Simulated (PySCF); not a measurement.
## Where the electron goes

Compound: C5H6OS.
Z-matrix (Å and degrees, GFN2-xTB geometry), rows numbered from 1:
```
C 
S   1  1.8168
C   2  1.7480  1   99.73
C   3  1.3660  2  129.89  1  -179.80
C   4  1.4162  3  105.50  2   180.00
C   5  1.3581  4  106.36  3     0.03
O   3  1.3457  2  119.19  1     0.24
H   1  1.0850  2  106.25  3   179.74
H   1  1.0857  2  109.45  3    60.43
H   1  1.0857  2  109.44  3   -60.97
H   4  1.0692  3  126.56  2     0.03
H   5  1.0704  4  126.71  3  -179.97
H   6  1.0710  5  132.69  4  -179.94
```

Computed with TDDFT CAM-B3LYP/def2-SVPD, vertical, gas phase, core orbitals frozen in the response in PySCF.

Kohn–Sham orbitals with the atoms that hold most of them (Löwdin shares over 4%, at most four atoms; ? is withheld):

```csv
orbital,ε (eV),atoms
LUMO+2,1.49,"S2 40%, C4 11%, C5 10%, H11 9%"
LUMO+1,1.30,"C3 20%, C6 18%, O7 17%, C5 13%"
LUMO,1.07,?
HOMO,?,?
HOMO-1,-9.36,"C5 27%, S2 17%, C6 17%, C3 11%"
HOMO-2,-9.85,"O7 21%, S2 21%, C4 20%, C3 18%"
HOMO-3,-10.99,"S2 61%, C1 18%, C3 8%"
```

Problem. Which atoms hold the LUMO, and with what shares?

Solution. S2 (bonded to 2 C) 49%; C1 (bonded to S and 3 H) 15%; H8 (bonded to C) 8%; H9 (bonded to C) 6%. By element: sulfur 49%, carbon 15% or more, hydrogen 14% or more.

Problem. Which atoms hold the HOMO, and with what shares?

Solution. S2 (bonded to 2 C) 34%; C6 (bonded to C, O and H) 17%; C3 (bonded to C, O and S) 14%; C4 (bonded to 2 C and H) 14%. By element: carbon 45% or more, sulfur 34%.

Problem. What is the HOMO energy, and the HOMO–LUMO gap?

Solution. ε(HOMO) = -6.96 eV; the gap is 8.03 eV (0.2950 hartree).

Problem. The HOMO–LUMO gap is 8.03 eV. Where does the response calculation put the lowest singlet, and from which orbitals?

Solution. S1 is at 4.89 eV (f = 0.0008), 3.14 eV below the gap, made of HOMO→LUMO (75%). 

Problem. One configuration dominates each of S1 and S2. Which, and how do the shares of the two leading atoms of either orbital change from the occupied to the empty one?

Solution. 
- S1 (4.89 eV, f 0.0008), HOMO→LUMO (75%): S2 34% → 49%, C6 17% → at most 7%, C1 at most 14% → 15%
- S2 (5.42 eV, f 0.312), HOMO→LUMO+1 (98%): S2 34% → at most 14%, C6 17% → 18%, C3 14% → 20%

One conformer stands for the species.
